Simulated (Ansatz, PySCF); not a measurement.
Molecule: SnBr₂, charge 0, multiplicity 1. 
Geometry from a B3LYP-D3(BJ)/def2-TZVP (Ansatz, a first-principles code) optimisation:
```
Sn
Br 1 2.5459
Br 1 2.5459 2 99.79
```

Dipole moments at this geometry, in debye (magnitudes).

```
level                 program  dipole (D)
--------------------  -------  ----------
SVWN5/def2-TZVPD        PySCF        2.93
BLYP/def2-TZVPD        Ansatz        3.02
r2SCANh/def2-TZVPD     Ansatz        3.10
M06-2X/def2-TZVPD       PySCF        3.28
CAM-B3LYP/def2-TZVPD   Ansatz        3.35
CCSD(T)/def2-SVPD      Ansatz        3.10
```
